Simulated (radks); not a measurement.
Values are calculated unless marked as measured or tabulated.
Species: Sr II. Configuration: [Kr] 5s1. Code: a radial shooting solver on a logarithmic mesh with Libxc functionals. Model: scalar-relativistic Kohn-Sham, Slater X-alpha with alpha = 0.602, spin-polarised, spherical densities, finite nucleus; open shells are filled with parallel spins first (spin-orbit coupling, left out, can overturn this in heavy ions); Fermi nuclear charge, rms radius 4.224 fm. Some entries of the table are withheld. Estimate them.

| orbital | occ. | eigenvalue (eV) | <r> (bohr) | r(max) (bohr) |
|---|---|---|---|---|
| 1s up | 1 | -15884.65 | 0.03923 | 0.02558 |
| 1s down | 1 | -15884.64 | 0.03923 | 0.02558 |
| 2s up | 1 | -2150.125 | 0.1729 | 0.1455 |
| 2s down | 1 | -2150.116 | 0.1729 | 0.1455 |
| 2p up | 3 | -1911.039 | 0.1507 | 0.1162 |
| 2p down | 3 | -1911.031 | 0.1507 | 0.1162 |
| 3s up | 1 | -333.5502 | 0.4944 | 0.4372 |
| 3s down | 1 | -333.5346 | 0.4944 | 0.4372 |
| 3p up | 3 | -256.7101 | 0.5010 | 0.4320 |
| 3p down | 3 | -256.6936 | 0.5010 | 0.4320 |
| 3d up | 5 | -129.5816 | 0.5016 | 0.3768 |
| 3d down | 5 | -129.5637 | 0.5015 | 0.3768 |
| 4s up | 1 | -44.5728 | 1.366 | 1.193 |
| 4s down | 1 | -44.4973 | 1.363 | 1.193 |
| 4p up | 3 | -26.7203 | 1.589 | 1.333 |
| 4p down | 3 | -26.5677 | 1.576 | 1.332 |
| 5s up | 1 | -7.8766 | 3.985 | (1) |
| 5s down | 0 | -6.2652 | 3.959 | (2) |

Answer. 
(1) 5s up r(max) (bohr): 3.508
(2) 5s down r(max) (bohr): 3.384
